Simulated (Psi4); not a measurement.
C3H9BO (SMILES CC(C)BO), singlet, geometry from GFN2-xTB, atoms displaced at random by about 0.08 Å a coordinate; R2SCAN/6-31G, gradient (Psi4).

Here is a job for Psi4.
```
memory 2 GB

molecule {
0 1
  B    -0.43701734    0.99560255    0.46976934
  H    -1.40435700    1.24883981    1.18324945
  O     0.42974564    1.81521509    0.39829463
  H     1.21596190    1.79012474   -0.06959520
  C    -0.28458983   -0.50127833   -0.37297923
  C    -0.65149245   -1.62950817    0.66025876
  C     0.83210660   -0.70197826   -1.38446401
  H    -1.20456281   -0.49384660   -1.01409603
  H    -0.39841394   -2.51562518   -0.03978675
  H     0.23095598   -1.60872803    1.25870934
  H    -1.49557146   -1.68523154    1.04834306
  H     1.01367027    0.21908703   -1.74958765
  H     0.79947648   -1.31130988   -1.73471566
  H     1.75234438   -0.38187449   -0.47700710
symmetry c1
no_reorient
no_com
}

set basis 6-31g

gradient('r2scan')
print_variables()
```

Output, abridged:

```
gradient() will perform analytic gradient computation.

   => Loading Basis Set <=

    Name: 6-31G
    Role: ORBITAL
    Keyword: BASIS

         ---------------------------------------------------------
                                   SCF
               by Justin Turney, Rob Parrish, Andy Simmonett
                          and Daniel G. A. Smith
                              RKS Reference
         ---------------------------------------------------------

  ==> Geometry <==

    Molecular point group: c1
    Full point group: C1

    Geometry (in Angstrom), charge = 0, multiplicity = 1:

       Center              X                  Y                   Z               Mass
    ------------   -----------------  -----------------  -----------------  -----------------
         B           -0.437017340000     0.995602550000     0.469769340000    11.009305360000
         H           -1.404357000000     1.248839810000     1.183249450000     1.007825032230
         O            0.429745640000     1.815215090000     0.398294630000    15.994914619570
         H            1.215961900000     1.790124740000    -0.069595200000     1.007825032230
         C           -0.284589830000    -0.501278330000    -0.372979230000    12.000000000000
         C           -0.651492450000    -1.629508170000     0.660258760000    12.000000000000
         C            0.832106600000    -0.701978260000    -1.384464010000    12.000000000000
         H           -1.204562810000    -0.493846600000    -1.014096030000     1.007825032230
         H           -0.398413940000    -2.515625180000    -0.039786750000     1.007825032230
         H            0.230955980000    -1.608728030000     1.258709340000     1.007825032230
         H           -1.495571460000    -1.685231540000     1.048343060000     1.007825032230
         H            1.013670270000     0.219087030000    -1.749587650000     1.007825032230
         H            0.799476480000    -1.311309880000    -1.734715660000     1.007825032230
         H            1.752344380000    -0.381874490000    -0.477007100000     1.007825032230

  Running in c1 symmetry.

  Rotational constants: A =      0.23322  B =      0.12195  C =      0.08783 [cm^-1]
  Rotational constants: A =   6991.90571  B =   3656.11487  C =   2633.14905 [MHz]
  Nuclear repulsion =  174.751752717534345

  Charge       = 0
  Multiplicity = 1
  Electrons    = 40
  Nalpha       = 20
  Nbeta        = 20

  ==> Algorithm <==

  SCF Algorithm Type is DF.
  DIIS enabled.
  MOM disabled.
  Fractional occupation disabled.
  Guess Type is SAD.
  Energy threshold   = 1.00e-08
  Density threshold  = 1.00e-08
  Integral threshold = 1.00e-12

  ==> Primary Basis <==

  Basis Set: 6-31G
    Blend: 6-31G
    Number of shells: 43
    Number of basis functions: 63
    Number of Cartesian functions: 63
    Spherical Harmonics?: false
    Max angular momentum: 1

  ==> DFT Potential <==

   => LibXC <=

    Version 7.1.2
    S. Lehtola, C. Steigemann, M. J. T. Oliveira, and M. A. L. Marques,  SoftwareX 7, 1–5 (2018) (10.1016/j.softx.2017.11.002)

   => Composite Functional: R2SCAN <=

    r2SCAN Meta-GGA XC Functional  (0.1021/acs.jpclett.0c02405)
    J. W. Furness, A. D. Kaplan, J. Ning, J. P. Perdew, J. Sun  J. Phys. Chem. Lett.  11, 8208–8215, 2020

    Deriv               =              1
    GGA                 =           TRUE
    Meta                =           TRUE

    Exchange Hybrid     =          FALSE
    MP2 Hybrid          =          FALSE

   => Exchange Functionals <=

    1.0000   XC_MGGA_X_R2SCAN

   => Correlation Functionals <=

    1.0000   XC_MGGA_C_R2SCAN

   => LibXC Density Thresholds  <==

    XC_MGGA_C_R2SCAN:  1.00E-15
    XC_MGGA_X_R2SCAN:  1.00E-11

   => Molecular Quadrature <=

    Radial Scheme          =       TREUTLER
    Pruning Scheme         =           NONE
    Nuclear Scheme         =       TREUTLER

    Blocking Scheme        =         OCTREE
    BS radius alpha        =              1
[...]
  @DF-RKS Final Energy:  -219.28049856808511
    Total Energy =                       -219.2804985680851075
[...]
         H           -1.495571460000    -1.685231540000     1.048343060000     1.007825032230
         H            1.013670270000     0.219087030000    -1.749587650000     1.007825032230
         H            0.799476480000    -1.311309880000    -1.734715660000     1.007825032230
         H            1.752344380000    -0.381874490000    -0.477007100000     1.007825032230

  Nuclear repulsion =  174.751752717534345

  ==> Basis Set <==

  Basis Set: 6-31G
    Blend: 6-31G
    Number of shells: 43
    Number of basis functions: 63
    Number of Cartesian functions: 63
    Spherical Harmonics?: false
    Max angular momentum: 1

  ==> DFJKGrad: Density-Fitted SCF Gradients <==

    Gradient:                    1
    J tasked:                  Yes
    K tasked:                   No
    wK tasked:                  No
    Integrals threads:           1
    Schwarz Cutoff:          1E-12
    Fitting Condition:       1E-10

   => Auxiliary Basis Set <=

  Basis Set: (6-31G AUX)
    Blend: CC-PVDZ-JKFIT
    Number of shells: 201
    Number of basis functions: 630
    Number of Cartesian functions: 630
    Spherical Harmonics?: false
    Max angular momentum: 3

  ==> DFT Potential <==

   => LibXC <=

    Version 7.1.2
    S. Lehtola, C. Steigemann, M. J. T. Oliveira, and M. A. L. Marques,  SoftwareX 7, 1–5 (2018) (10.1016/j.softx.2017.11.002)

   => Composite Functional: R2SCAN <=

    r2SCAN Meta-GGA XC Functional  (0.1021/acs.jpclett.0c02405)
    J. W. Furness, A. D. Kaplan, J. Ning, J. P. Perdew, J. Sun  J. Phys. Chem. Lett.  11, 8208–8215, 2020

    Deriv               =              1
    GGA                 =           TRUE
    Meta                =           TRUE

    Exchange Hybrid     =          FALSE
    MP2 Hybrid          =          FALSE

   => Exchange Functionals <=

    1.0000   XC_MGGA_X_R2SCAN

   => Correlation Functionals <=

    1.0000   XC_MGGA_C_R2SCAN

   => LibXC Density Thresholds  <==

    XC_MGGA_C_R2SCAN:  1.00E-15
    XC_MGGA_X_R2SCAN:  1.00E-11

   => Molecular Quadrature <=

    Radial Scheme          =       TREUTLER
    Pruning Scheme         =           NONE
    Nuclear Scheme         =       TREUTLER

    Blocking Scheme        =         OCTREE
    BS radius alpha        =              1
    Pruning alpha          =              1
    Radial Points          =             75
    Spherical Points       =            302
    Total Points           =         296502
    Total Blocks           =           2261
    Max Points             =            256
    Max Functions          =             62
    Weights Tolerance      =       1.00E-15

  -Total Gradient:
     Atom            X                  Y                   Z
    ------   -----------------  -----------------  -----------------
       1        0.152751535409     0.185394086788     0.007613810306
       2       -0.005523366087     0.008321404615     0.007657226157
       3       -0.114079126940    -0.165100874952    -0.019660990043
       4       -0.053763331950     0.001567864528     0.031476831456
       5        0.094464322489    -0.045987361378    -0.009554385429
       6       -0.209382789835     0.019922393758     0.141219075113
       7       -0.077145304237    -0.800736226368    -0.598974753044
       8        0.003438827713    -0.005979801682    -0.001761458716
       9        0.020118298938    -0.005204715949    -0.028063183844
      10       -0.005379779166     0.007533329003    -0.034793828212
      11        0.154562406623     0.001083073833    -0.072456672786
      12        0.002427012924    -0.052429010593     0.060449352880
      13        0.018176679945     0.802913523897     0.468090830231
      14        0.019326640483     0.049267638242     0.049672362050

  Variable Map:
  ----------------------------------------------------------------------------
[...]
  Array Variable Map:
  ----------------------------------------------------------------------------
[...]
[...]
```
